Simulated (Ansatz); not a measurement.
P3IrH9Cl⁻, that is IrCl(PH3)3 with one electron more. The state is a doublet with charge -1. Geometry PBE-D4/def2-SVP, that of the neutral singlet; atoms count from 1.

```xyz
14

Ir    0.024    0.408   -0.203
Cl    0.185    2.555   -1.249
P    -0.541   -0.347   -2.280
H    -0.833   -1.731   -2.534
H     0.396   -0.136   -3.342
H    -1.694    0.225   -2.909
P    -0.120   -1.573    0.773
H     1.000   -2.125    1.495
H    -0.406   -2.747   -0.009
H    -1.096   -1.825    1.806
P     0.632    1.535    1.697
H    -0.231    2.590    2.135
H     1.856    2.274    1.649
H     0.829    0.898    2.969
```

In the def2 sets Ir takes a core potential; there is no spin–orbit coupling. The highest occupied level of the charge -1 doublet lies above zero (up to 1.68 eV). By energy differences it is unbound by 0.32 eV (vertical, against the charge 0 singlet, at PBE0-D4/def2-TZVPD) and held by the finite basis.

Q: Estimate the Mulliken populations from the PBE0/def2-TZVPD orbitals of Ansatz.

A: 
```json
{"atom": "Ir1", "charge (e)": "-0.13", "spin (α − β)": "0.34", "d electrons": "7.64"}
{"atom": "Cl2", "charge (e)": "-0.65", "spin (α − β)": "-0.04", "d electrons": "–"}
{"atom": "P3", "charge (e)": "-0.31", "spin (α − β)": "0.18", "d electrons": "–"}
{"atom": "H4", "charge (e)": "0.08", "spin (α − β)": "0.01", "d electrons": "–"}
{"atom": "H5", "charge (e)": "0.08", "spin (α − β)": "0.06", "d electrons": "–"}
{"atom": "H6", "charge (e)": "0.09", "spin (α − β)": "0.05", "d electrons": "–"}
{"atom": "P7", "charge (e)": "-0.34", "spin (α − β)": "0.10", "d electrons": "–"}
{"atom": "H8", "charge (e)": "0.09", "spin (α − β)": "0.03", "d electrons": "–"}
{"atom": "H9", "charge (e)": "0.08", "spin (α − β)": "0.00", "d electrons": "–"}
{"atom": "H10", "charge (e)": "0.09", "spin (α − β)": "0.03", "d electrons": "–"}
{"atom": "P11", "charge (e)": "-0.36", "spin (α − β)": "0.16", "d electrons": "–"}
{"atom": "H12", "charge (e)": "0.10", "spin (α − β)": "0.04", "d electrons": "–"}
{"atom": "H13", "charge (e)": "0.10", "spin (α − β)": "0.05", "d electrons": "–"}
{"atom": "H14", "charge (e)": "0.09", "spin (α − β)": "0.01", "d electrons": "–"}
```
Mulliken values depend strongly on the basis. With diffuse functions, as here, like atoms can get unlike values, and bond orders can come out too low or too high.

Q: Where does the spin sit?

A: Summed by element: Ir 0.34, Cl -0.04, P 0.44, H 0.26, of 1 unpaired in all. Largest on single atoms: Ir1 0.34, P3 0.18, P11 0.16.

Q: And the Mayer bond orders between heavy atoms (over 0.3)?

A: Ir1–Cl2 0.34 (2.39 Å); Ir1–P3 0.97 (2.28 Å); Ir1–P7 1.28 (2.21 Å); Ir1–P11 1.01 (2.29 Å).
